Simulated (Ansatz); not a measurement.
Born–Oppenheimer molecular dynamics of BH8NSSi3 (14 atoms, charge 0, multiplicity 1). It starts from a relaxed structure.

Computed with RKS PBE-D4/STO-3G in Ansatz 0.2.0.

* ensemble: NVE (Milne-controlled integrator)
* time step: 0.25 fs
* steps asked: 437
* starting velocities drawn for: 500 K
* seed: 535713

Frames 1.25 fs apart, positions in Å, forces in eV/Å.

Velocities at 50.0 fs (Å/ps):

```
N 4.81 1.87 1.83
Si -0.23 -2.99 -2.37
Si -3.25 2.15 3.96
B -3.31 5.58 0.65
Si 4.92 -2.87 -1.77
S -1.88 0.48 -2.33
H -3.81 7.09 -1.17
H -8.25 7.60 -3.03
H 9.80 -1.89 13.41
H -29.80 -8.41 8.47
H -5.77 -0.10 4.07
H 17.22 -11.02 1.27
H 11.85 -2.71 11.39
H -2.63 11.57 11.99
```

```xyz
14
Properties=species:S:1:pos:R:3:forces:R:3 time_fs=50.0 energy_less_start_eV=0.464 T=201
N 1.616 -2.296 -0.761 0.56 0.95 0.12
Si 0.718 -1.112 0.290 0.27 -1.42 2.15
Si -0.367 0.125 -1.151 -0.08 1.24 0.49
B -0.107 1.961 -1.434 -0.64 0.12 -0.06
Si -0.978 1.959 0.284 1.82 -0.59 0.19
S -0.021 1.661 2.250 -0.87 0.13 -1.21
H 0.922 -3.074 -0.826 -0.27 -1.00 -0.21
H 2.426 -2.728 -0.217 -0.30 -0.01 0.12
H -0.178 -1.896 1.275 0.66 0.86 -1.03
H 1.599 -0.332 1.183 0.00 -0.34 -0.58
H -1.105 -0.743 -2.008 -0.51 -0.42 -0.72
H -0.476 2.517 -2.424 0.08 -0.03 0.54
H -2.285 2.448 0.592 -0.86 0.46 -0.02
H -1.239 1.289 2.766 0.14 0.05 0.21
14
Properties=species:S:1:pos:R:3:forces:R:3 time_fs=51.2 energy_less_start_eV=0.438 T=217
N 1.622 -2.293 -0.759 -0.33 0.90 -0.31
Si 0.718 -1.116 0.288 0.00 -1.49 1.97
Si -0.371 0.128 -1.146 -0.18 1.06 0.29
B -0.111 1.968 -1.433 -0.33 -0.30 0.30
Si -0.971 1.955 0.282 1.51 -0.50 0.33
S -0.024 1.662 2.247 -0.82 0.10 -1.07
H 0.916 -3.072 -0.829 0.07 -0.68 -0.20
H 2.415 -2.720 -0.219 0.28 -0.35 0.50
H -0.161 -1.893 1.284 0.53 0.75 -1.04
H 1.562 -0.345 1.190 0.36 -0.06 -0.37
H -1.115 -0.746 -2.008 -0.37 -0.24 -0.56
H -0.455 2.504 -2.419 -0.14 0.28 0.10
H -2.276 2.448 0.606 -0.79 0.44 -0.07
H -1.241 1.304 2.783 0.21 0.08 0.11
14
Properties=species:S:1:pos:R:3:forces:R:3 time_fs=52.5 energy_less_start_eV=0.406 T=238
N 1.628 -2.289 -0.757 -1.02 0.47 -0.64
Si 0.718 -1.121 0.286 -0.13 -1.38 1.50
Si -0.375 0.132 -1.141 -0.39 0.70 -0.05
B -0.116 1.975 -1.432 -0.03 -0.67 0.65
Si -0.964 1.951 0.280 0.87 -0.27 0.56
S -0.027 1.662 2.243 -0.69 0.08 -0.92
H 0.911 -3.080 -0.835 0.53 -0.14 -0.14
H 2.407 -2.716 -0.213 0.59 -0.53 0.71
H -0.137 -1.878 1.277 0.19 0.46 -0.80
H 1.531 -0.358 1.191 0.73 0.24 -0.10
H -1.131 -0.753 -2.016 -0.12 0.07 -0.25
H -0.435 2.495 -2.413 -0.33 0.57 -0.35
H -2.279 2.455 0.619 -0.42 0.30 -0.18
H -1.240 1.321 2.800 0.21 0.10 0.02
14
Properties=species:S:1:pos:R:3:forces:R:3 time_fs=53.8 energy_less_start_eV=0.393 T=247
N 1.633 -2.285 -0.756 -0.95 -0.16 -0.62
Si 0.717 -1.126 0.286 -0.01 -1.00 0.87
Si -0.380 0.135 -1.135 -0.61 0.30 -0.40
B -0.121 1.980 -1.430 0.20 -0.85 0.72
Si -0.956 1.947 0.279 0.10 0.01 0.82
S -0.030 1.663 2.239 -0.50 0.08 -0.79
H 0.913 -3.090 -0.843 0.80 0.26 -0.08
H 2.408 -2.720 -0.198 0.35 -0.38 0.54
H -0.109 -1.856 1.259 -0.32 0.00 -0.31
H 1.511 -0.368 1.191 0.98 0.45 0.08
H -1.149 -0.758 -2.028 0.15 0.38 0.07
H -0.420 2.494 -2.412 -0.42 0.70 -0.54
H -2.288 2.466 0.629 0.07 0.12 -0.33
H -1.236 1.338 2.819 0.15 0.09 -0.04
14
Properties=species:S:1:pos:R:3:forces:R:3 time_fs=55.0 energy_less_start_eV=0.405 T=239
N 1.637 -2.281 -0.755 -0.21 -0.71 -0.30
Si 0.717 -1.133 0.286 0.38 -0.36 0.27
Si -0.385 0.140 -1.131 -0.74 -0.03 -0.66
B -0.126 1.985 -1.427 0.30 -0.77 0.36
Si -0.948 1.943 0.277 -0.60 0.28 1.06
S -0.034 1.664 2.234 -0.25 0.09 -0.66
H 0.928 -3.097 -0.852 0.74 0.35 -0.06
H 2.414 -2.730 -0.175 -0.21 0.00 0.10
H -0.087 -1.835 1.237 -0.91 -0.53 0.33
H 1.505 -0.371 1.192 1.02 0.48 0.08
H -1.165 -0.758 -2.039 0.34 0.59 0.31
H -0.412 2.503 -2.418 -0.38 0.60 -0.33
H -2.297 2.479 0.634 0.49 -0.05 -0.44
H -1.229 1.357 2.837 0.04 0.07 -0.07
14
Properties=species:S:1:pos:R:3:forces:R:3 time_fs=56.2 energy_less_start_eV=0.421 T=228
N 1.640 -2.278 -0.755 0.68 -0.94 0.09
Si 0.717 -1.139 0.286 0.83 0.32 -0.04
Si -0.390 0.144 -1.126 -0.76 -0.24 -0.79
B -0.131 1.988 -1.423 0.33 -0.51 -0.25
Si -0.940 1.939 0.277 -1.11 0.50 1.23
S -0.037 1.665 2.229 0.01 0.09 -0.54
H 0.953 -3.099 -0.863 0.38 0.15 -0.10
H 2.417 -2.739 -0.150 -0.64 0.36 -0.31
H -0.078 -1.821 1.219 -1.33 -0.90 0.83
H 1.514 -0.368 1.193 0.83 0.30 -0.10
H -1.176 -0.749 -2.046 0.41 0.65 0.42
H -0.409 2.522 -2.429 -0.26 0.33 0.15
H -2.298 2.491 0.633 0.72 -0.16 -0.49
H -1.222 1.377 2.854 -0.09 0.05 -0.09
14
Properties=species:S:1:pos:R:3:forces:R:3 time_fs=57.5 energy_less_start_eV=0.394 T=246
N 1.645 -2.275 -0.755 1.30 -0.81 0.36
Si 0.717 -1.145 0.286 1.00 0.74 0.12
Si -0.395 0.148 -1.122 -0.64 -0.30 -0.77
B -0.134 1.991 -1.420 0.34 -0.22 -0.84
Si -0.933 1.935 0.277 -1.38 0.62 1.31
S -0.041 1.665 2.224 0.23 0.08 -0.39
H 0.983 -3.099 -0.874 -0.10 -0.19 -0.19
H 2.410 -2.744 -0.130 -0.70 0.53 -0.49
H -0.088 -1.820 1.213 -1.31 -0.91 0.88
H 1.536 -0.360 1.193 0.51 -0.01 -0.37
H -1.181 -0.731 -2.046 0.35 0.56 0.37
H -0.409 2.545 -2.438 -0.14 0.05 0.61
H -2.288 2.500 0.625 0.73 -0.19 -0.48
H -1.216 1.398 2.869 -0.19 0.04 -0.11
14
Properties=species:S:1:pos:R:3:forces:R:3 time_fs=58.8 energy_less_start_eV=0.318 T=295
N 1.650 -2.274 -0.754 1.36 -0.53 0.37
Si 0.718 -1.151 0.286 0.74 0.78 0.63
Si -0.401 0.151 -1.118 -0.39 -0.20 -0.60
B -0.138 1.994 -1.418 0.38 -0.03 -1.17
Si -0.927 1.932 0.277 -1.38 0.66 1.26
S -0.044 1.666 2.219 0.38 0.06 -0.21
H 1.012 -3.102 -0.889 -0.46 -0.41 -0.29
H 2.394 -2.741 -0.116 -0.36 0.45 -0.37
H -0.118 -1.833 1.220 -0.83 -0.55 0.47
H 1.565 -0.352 1.188 0.17 -0.31 -0.59
H -1.181 -0.704 -2.042 0.16 0.32 0.18
H -0.412 2.569 -2.438 -0.07 -0.15 0.87
H -2.268 2.507 0.609 0.52 -0.12 -0.40
H -1.214 1.419 2.883 -0.22 0.04 -0.16
14
Properties=species:S:1:pos:R:3:forces:R:3 time_fs=60.0 energy_less_start_eV=0.259 T=333
N 1.657 -2.273 -0.753 0.83 -0.35 0.07
Si 0.719 -1.156 0.286 0.21 0.56 1.16
Si -0.407 0.155 -1.114 -0.06 -0.01 -0.34
B -0.141 1.996 -1.417 0.46 0.01 -1.15
Si -0.921 1.929 0.279 -1.16 0.61 1.10
S -0.048 1.667 2.214 0.45 0.01 0.01
H 1.035 -3.110 -0.908 -0.50 -0.29 -0.32
H 2.372 -2.731 -0.108 0.26 0.14 0.03
H -0.160 -1.853 1.233 -0.15 -0.05 -0.11
H 1.596 -0.349 1.174 -0.09 -0.51 -0.68
H -1.178 -0.673 -2.034 -0.12 0.00 -0.11
H -0.416 2.591 -2.425 -0.06 -0.20 0.83
H -2.240 2.513 0.588 0.12 0.03 -0.27
H -1.214 1.442 2.894 -0.20 0.05 -0.22
14
Properties=species:S:1:pos:R:3:forces:R:3 time_fs=61.2 energy_less_start_eV=0.264 T=330
N 1.665 -2.272 -0.751 0.05 -0.38 -0.36
Si 0.721 -1.161 0.288 -0.37 0.28 1.42
Si -0.413 0.159 -1.111 0.27 0.20 -0.07
B -0.143 1.998 -1.418 0.57 -0.12 -0.80
Si -0.917 1.926 0.281 -0.79 0.51 0.85
S -0.051 1.668 2.208 0.47 -0.04 0.24
H 1.051 -3.123 -0.931 -0.28 0.11 -0.23
H 2.354 -2.720 -0.100 0.82 -0.23 0.45
H -0.203 -1.874 1.245 0.47 0.38 -0.59
H 1.626 -0.353 1.150 -0.23 -0.58 -0.61
H -1.178 -0.642 -2.028 -0.40 -0.33 -0.40
H -0.421 2.610 -2.401 -0.11 -0.10 0.51
H -2.211 2.518 0.562 -0.36 0.22 -0.12
H -1.217 1.464 2.902 -0.12 0.06 -0.29
14
Properties=species:S:1:pos:R:3:forces:R:3 time_fs=62.5 energy_less_start_eV=0.299 T=307
N 1.673 -2.272 -0.751 -0.35 -0.59 -0.55
Si 0.722 -1.166 0.289 -0.87 0.00 1.31
Si -0.419 0.163 -1.108 0.48 0.28 0.06
B -0.144 2.001 -1.420 0.71 -0.37 -0.24
Si -0.912 1.924 0.283 -0.48 0.43 0.57
S -0.054 1.669 2.203 0.48 -0.08 0.48
H 1.062 -3.134 -0.959 0.02 0.51 -0.07
H 2.348 -2.712 -0.085 0.94 -0.41 0.52
H -0.241 -1.890 1.249 0.88 0.65 -0.83
H 1.653 -0.365 1.117 -0.22 -0.50 -0.39
H -1.183 -0.615 -2.028 -0.56 -0.52 -0.55
H -0.427 2.627 -2.368 -0.22 0.12 0.03
H -2.187 2.528 0.535 -0.76 0.39 0.01
H -1.222 1.488 2.906 -0.05 0.07 -0.34
14
Properties=species:S:1:pos:R:3:forces:R:3 time_fs=63.8 energy_less_start_eV=0.307 T=302
N 1.681 -2.273 -0.750 -0.14 -0.83 -0.27
Si 0.723 -1.171 0.292 -1.22 -0.21 0.89
Si -0.425 0.167 -1.105 0.49 0.16 -0.05
B -0.145 2.002 -1.423 0.83 -0.60 0.29
Si -0.908 1.921 0.286 -0.41 0.48 0.32
S -0.056 1.670 2.198 0.49 -0.12 0.69
H 1.074 -3.137 -0.986 0.19 0.65 0.10
H 2.356 -2.709 -0.063 0.52 -0.30 0.12
H -0.265 -1.896 1.240 1.06 0.74 -0.84
H 1.677 -0.385 1.078 -0.10 -0.30 -0.08
H -1.196 -0.596 -2.035 -0.52 -0.52 -0.47
H -0.437 2.647 -2.336 -0.31 0.34 -0.42
H -2.174 2.542 0.508 -0.88 0.44 0.09
H -1.228 1.513 2.905 0.00 0.06 -0.36
```

Of the whole run (109 fs, mean temperature of the second half 262 K): The conserved energy stayed within 0.00071 meV per atom of its start (net change -0.00043 meV per atom), so the integration is sound. The temperature averaged 0.52 of the 500 K drawn at the start: a run that starts near a minimum puts about half its kinetic energy into the potential. A run of 0.11 ps of so small a system gives no equilibrium averages. Limits of this set-up: minimal basis.

Run time: 14 min on 1 CPU thread of a shared host.
